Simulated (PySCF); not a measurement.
# As⁺: ionisation energy

As⁺ [Ar] 3d10 4s2 4p2 (3P) → As²⁺ [Ar] 3d10 4s2 4p1 (2P), as a difference of total energies. Computed with PySCF 2.14 in x2c-TZVPall (6s5p4d1f, 48 functions), with the spin-free X2C one-electron Hamiltonian (Gaussian nucleus). Correlated levels: valence: [Ar] 3d10 frozen. The calculations carry no spin-orbit coupling.

```
           method  ionisation energy (eV)
              UHF                  17.939
             BP86                  18.578
    MP2 (valence)                  18.313
   CCSD (valence)                  18.348
CCSD(T) (valence)                  18.372
```

Q: Estimate what SCS-MP2 (valence) gives.

A: 18.240 eV, closest to MP2 (valence) among the rows shown.

Q: Estimate what PBE gives.

A: 18.487 eV, closest to BP86 among the rows shown.

The reference lies between the lowest fine-structure levels, while these numbers refer to the centres of the terms.

Errors of the correlated levels include the incompleteness of this basis and the frozen core.

For comparison: 18.589 eV (measured; NIST Atomic Spectra Database, ionization energies).
